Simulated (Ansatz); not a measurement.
`C[C](=N)[SnH3]`, charge 0, multiplicity 1.

**Question.** Give a relaxed structure at PBE0-D4/def2-TZVP (Ansatz 0.2.0). (Estimate.)

**Answer.** Ansatz gave: 
Cartesian coordinates in Å:
```
C 1.4611 0.5279 -0.5052
C 0.5004 -0.3088 0.2770
N 0.9428 -1.1845 1.0757
Sn -1.6299 0.0502 -0.0238
H 1.2917 0.4006 -1.5791
H 2.4888 0.2501 -0.2637
H 1.3092 1.5895 -0.2860
H 0.2008 -1.6943 1.5543
H -2.0808 -0.2257 -1.6483
H -2.0528 1.6514 0.3955
H -2.4315 -1.0564 1.0036
```
Point group Cs.
This is one stationary point; other conformers may exist.
